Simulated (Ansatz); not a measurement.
Total energies of the cluster In₂P from Ansatz at PBE0-D4/def2-TZVP, gas phase (1 Eh = 27.2114 eV = 2625.5 kJ/mol). The reference geometry is relaxed at r2SCAN-D4/def2-TZVP.

```xyz
3

In    1.776    0.638    1.216
In   -1.836    0.247   -1.267
P     0.061   -0.884    0.051
```

```tsv
state	geometry	energy (Eh)
charge 0 doublet	reference	-721.53208
charge 1 triplet	reference	-721.27885
charge 0 quartet	relaxed at r2SCAN-D4/def2-TZVP	-721.49165
free In atom (doublet)	–	-190.11398
free P atom (quartet)	–	-341.13505
```

In the def2 sets In takes a core potential; there is no spin–orbit coupling.

Problem. Work out the vertical ionisation energy to the triplet.

Solution. E(charge 1 triplet) − E(charge 0 doublet) = -721.27885 − (-721.53208) = 0.25323 Eh = 6.89 eV. For comparison, −ε of the highest occupied level of the spin that leaves is 5.28 eV at this level, 1.61 eV less.

Problem. Which of the charge 0 states is lowest, and how far above it are the others?

Solution. The doublet. quartet: -721.49165 − (-721.53208) = 0.04043 Eh = 106.1 kJ/mol. The quartet differs in its bonds from the reference.

Problem. What is the binding energy per atom against free atoms?

Solution. Atoms: 2 × (-190.11398) + 1 × (-341.13505) = -721.36301 Eh. Binding: -721.36301 − (-721.53208) = 0.16907 Eh = 4.60 eV, or 1.53 eV for each of 3 atoms (no zero-point energy, no counterpoise term).

The structure comes from a short search, and lower isomers may exist.
